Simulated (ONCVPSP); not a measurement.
Building the ONCV potential for phosphorus (PBEsol, scalar-relativistic).

```
Element                 : phosphorus (P)
Generator               : ONCVPSP 4.0.1
Type                    : optimised norm-conserving Vanderbilt (ONCV)
Functional              : PBEsol
Relativity              : scalar-relativistic
Frozen core             : [Ne]
Valence charge          : 5
Reference configuration : 3s1.5 3p3.5
Partial waves           : 3s: rc 1.50 bohr, ncon 4, nbas 7, qcut 3.7 1/bohr, 2 projectors, debl 1.4 Ha; 3p: rc 1.80 bohr, ncon 4, nbas 9, qcut 5 1/bohr, 2 projectors, debl 2.8 Ha
Local potential         : polynomial inside 1.20 bohr (lpopt 3, dvloc0 6 Ha)
Core correction         : polynomial model core, fcfact 0.3
```

Poles of the logarithmic derivatives, all-electron (AE) and pseudo (PS). s: poles at 2.7 (AE) and 2.7 (PS) Ha. p: poles at 1.6 (AE) and 1.6 (PS) Ha. Test radii: s 1.53, p 1.83 bohr.

* Cutoffs needed: 22 Ha and 47 Ha (the cutoffs (Ha) at which the residual kinetic energy of the hardest occupied pseudo-wave falls to 1 and 0.1 mHa per electron)
* Ghost test: no bound ghost flagged; no localised positive-energy state flagged
* Largest excitation error: +10 meV (all-electron minus pseudo) for 3s2 3p1, out of 4 test configurations
* rms error of d²Exc/dni dnj: 2.01 mHa without and 0.29 mHa with the model core
